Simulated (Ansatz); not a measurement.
## Cost against result

The pair of Li⁺ (SMILES [Li+], atom 1) and GaCl3 (SMILES Cl[Ga](Cl)Cl, atoms 2–5), both closed shells, in one local arrangement (a lower one may exist), relaxed at PBE0-D4/def2-TZVP:

```
5
angstrom
Li 0.2532 -0.4684 -2.2336
Cl -0.3080 0.5700 2.7199
Ga -0.0810 0.1499 0.7147
Cl 1.4935 0.7701 -0.6268
Cl -1.3576 -1.0215 -0.5742
```

Interaction energies are counterpoise-corrected; the time is that of the whole pair.

Ansatz 0.2.0; basis: as named in each row; cores frozen in the correlated methods. Filled d shells of the heavier atoms are correlated. The outer core shell of Li, Na, Mg and K is correlated. The def2 sets are not built for correlating such inner shells, so the correlated values are less sure here. B3LYP uses VWN-RPA correlation. Extrapolation: Hartree–Fock as exp(−7.88 √X), correlation as X^−2.97.

Times are rough, for one single point on 4 threads of a shared host (Arm Neoverse V1).

The estimate by CCSD(T) at an estimated basis limit (MP2 extrapolated from triple and quadruple zeta, plus CCSD(T) − MP2 in triple zeta) is -29.89 kcal/mol.

| method | basis | time (s) | interaction energy (kcal/mol) | method less estimate |
| --- | --- | --- | --- | --- |
| HF | STO-3G | under 1 | -35.77 | -5.88 |
| SPW92 | def2-SVP | under 1 | -32.62 | -2.72 |
| PBE-D4 | def2-SVP | under 1 | -31.49 | -1.60 |
| B3LYP-D4 | 6-31G | 1 | -20.65 | 9.25 |
| PBE-D4 | STO-3G | 1 | -38.57 | -8.68 |
| PBE0-D4 | def2-SVP | 1 | -30.58 | -0.68 |
| PBE-D4 | def2-TZVPPD | 2 | -31.30 | -1.40 |
| CCSD(T) | def2-SVP | 3 | -27.65 | 2.24 |
| revPBE-D4 | def2-TZVPPD | 3 | -30.73 | -0.84 |
| BLYP-D4 | def2-TZVPPD | 3 | -31.26 | -1.36 |
| PBE0-D4 | def2-TZVPPD | 4 | -31.13 | -1.23 |
| B3LYP-D4 | def2-TZVPPD | 5 | -31.34 | -1.44 |
| wB97M-V | def2-SVP | 5 | -30.70 | -0.80 |
| r2SCAN-D4 | def2-TZVPPD | 6 | -28.74 | 1.16 |
| HSE06-D4 | def2-TZVPPD | 7 | -31.11 | -1.22 |
| B2PLYP | def2-TZVPPD | 8 | -29.90 | -0.01 |
| B97M-V | def2-TZVPPD | 8 | -29.13 | 0.77 |
| wB97X-V | def2-TZVPPD | 10 | -30.03 | -0.13 |
| wB97M-V | def2-TZVPPD | 12 | -30.33 | -0.44 |
| MP2 | def2-QZVPPD | 18 | -29.38 | 0.51 |
| CCSD(T) | def2-TZVPPD | 120 | -28.05 | 1.85 |

T1 diagnostic: at most 0.011.
